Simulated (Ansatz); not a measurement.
C₂H₂AlF, SMILES `[F][Al]1[CH]=[CH]1`. Charge 0, multiplicity 1.

```xyz
6

F     1.0623   -2.5194    0.5556
Al    0.4386   -1.0403    0.2294
C     0.1951    0.7730    0.3756
C    -0.6132    0.2184   -0.5942
H     0.2438    1.8230    0.6591
H    -1.3268    0.7453   -1.2255
```

Problem. What are the harmonic wavenumbers in cm⁻¹ at PBE0-D4/def2-TZVP (Ansatz, finite differences of forces, unscaled)? (Best estimate.)

Solution. The calculation gave: 201, 213, 624, 668, 712, 962, 1001, 1052, 1197, 1412, 3128, 3147.

Problem. Is this a minimum?

Solution. Yes, all 12 modes are real.

Problem. Give the ideal-gas thermochemistry at 298.15 K and 1 bar (rigid rotor, harmonic oscillator; point group C2v, symmetry number 2).

Solution. Zero-point energy 85.6 kJ/mol; H(298) − E = 99.8 kJ/mol; entropy 280.3 J/(mol·K), of which translation 162.2, rotation 95.0, vibration 23.1; G(298) − E = 16.2 kJ/mol.

Problem. And at 400, 500, 600, 800 and 1000 K?

Solution. 
```json
{"T (K)": "400", "H − E (kJ/mol)": "107.1", "S (J/mol/K)": "301.4", "G − E (kJ/mol)": "-13.4"}
{"T (K)": "500", "H − E (kJ/mol)": "115.4", "S (J/mol/K)": "319.7", "G − E (kJ/mol)": "-44.5"}
{"T (K)": "600", "H − E (kJ/mol)": "124.4", "S (J/mol/K)": "336.2", "G − E (kJ/mol)": "-77.3"}
{"T (K)": "800", "H − E (kJ/mol)": "144.2", "S (J/mol/K)": "364.6", "G − E (kJ/mol)": "-147.5"}
{"T (K)": "1000", "H − E (kJ/mol)": "165.6", "S (J/mol/K)": "388.5", "G − E (kJ/mol)": "-222.9"}
```

Problem. Rotational constants (cm⁻¹)?

Solution. 1.121, 0.1289, 0.1156.
